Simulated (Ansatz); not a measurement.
Species: CH7Si2, net charge 0, doublet state. It need not be the lowest isomer of its formula. SMILES: [SiH]([SiH3])C
Geometry from a B3LYP-D3(BJ)/def2-TZVP (Ansatz, a program for electronic structure) optimisation:
```xyz
10

C     -2.0517    -0.2524     0.1886
Si    -0.4879     0.7121    -0.2432
Si     1.4933    -0.4883     0.0474
H     -2.0820    -0.4757     1.2587
H     -2.9448     0.3228    -0.0606
H     -2.0900    -1.1966    -0.3563
H     -0.4643     2.0140     0.4801
H      2.6492     0.3457    -0.3618
H      1.7089    -0.9257     1.4534
H      1.4571    -1.7036    -0.8036
```
Charge 0, spin multiplicity 2.

Computed values are from Ansatz. Correlated levels leave the core frozen unless marked. Open shells are spin-unrestricted. Spin-orbit coupling is left out. No relativistic terms. CBS marks a two-point X^-3 extrapolation of the correlation energy; Hartree-Fock from the larger set.

```json
{
  "atomisation energy De": "3119.4 kJ/mol at CCSD(T)/CBS(aug-cc-pV(T+d)Z,aug-cc-pV(Q+d)Z)",
  "total_energy": "-620.3562 Eh at CCSD(T)/CBS(aug-cc-pV(T+d)Z,aug-cc-pV(Q+d)Z)",
  "dipole_moment": "0.94 D at CCSD(T)/aug-cc-pV(D+d)Z",
  "T1 diagnostic": "0.014 at CCSD/aug-cc-pV(Q+d)Z"
}
```
